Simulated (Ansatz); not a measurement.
Geometry optimisation, RKS B3LYP-D4/def2-SVP (Ansatz 0.2.0).

Input:

```yaml
crystal:
  periodic: [false, false, false]
  atoms:
    - { symbol: O, position_ang: [-1.889, 0.5029, -0.4616] }
    - { symbol: Ge, position_ang: [-0.2471, 0.7389, 0.0662] }
    - { symbol: Sb, position_ang: [1.0612, -1.4131, -0.5029] }
    - { symbol: H, position_ang: [-1.7943, 0.3723, -1.4471] }
    - { symbol: H, position_ang: [0.3997, 1.9429, -0.6796] }
    - { symbol: H, position_ang: [-0.2142, 1.0006, 1.5963] }
    - { symbol: H, position_ang: [0.3235, -2.2955, 0.8125] }
    - { symbol: H, position_ang: [2.4524, -0.9061, 0.5604] }
basis:
  gaussian: { orbitals: def2-SVP }
hamiltonian:
  xc: b3lyp
  dispersion: d4
relax:
  f_tol: 0.015
  max_steps: 40
```

Command:

```bash
$ ansatz run input.yaml --threads 2 --pin off --max-ram 3072MiB --backend cpu --events-out ev --progress --plain --runs-dir out
```

Task: Where does it end, and by what steps?

Result: It converged. The force dipped under the threshold on the way, but the program's further checks kept it going. After 8 steps the energy has fallen by 0.245 eV; H7 moved furthest, 0.24 Å.

```json
{"step": "0", "energy less start (eV)": "0.0000", "largest force component (eV/Å)": "2.020", "accepted": "yes"}
{"step": "1", "energy less start (eV)": "-0.1029", "largest force component (eV/Å)": "1.476", "accepted": "yes"}
{"step": "2", "energy less start (eV)": "-0.1720", "largest force component (eV/Å)": "0.504", "accepted": "yes"}
{"step": "3", "energy less start (eV)": "-0.2404", "largest force component (eV/Å)": "0.171", "accepted": "yes"}
{"step": "4", "energy less start (eV)": "-0.2427", "largest force component (eV/Å)": "0.068", "accepted": "yes"}
{"step": "5", "energy less start (eV)": "-0.2441", "largest force component (eV/Å)": "0.051", "accepted": "yes"}
{"step": "6", "energy less start (eV)": "-0.2450", "largest force component (eV/Å)": "0.022", "accepted": "yes"}
{"step": "7", "energy less start (eV)": "-0.2452", "largest force component (eV/Å)": "0.005", "accepted": "yes"}
{"step": "8", "energy less start (eV)": "-0.2452", "largest force component (eV/Å)": "0.013", "accepted": "yes"}
```

```xyz
8
Properties=species:S:1:pos:R:3
O -1.908 0.587 -0.538
Ge -0.223 0.708 0.080
Sb 1.109 -1.534 -0.459
H -1.948 0.494 -1.499
H 0.496 1.912 -0.587
H -0.417 0.970 1.585
H 0.501 -2.272 0.974
H 2.481 -0.921 0.389
```

Whether the end is a true minimum wasn't checked by a vibrational analysis.

The run took 27 s on 2 threads of Intel(R) Xeon(R) Platinum 8488C (Sapphire Rapids) (shared host), peak memory 0.27 GiB.
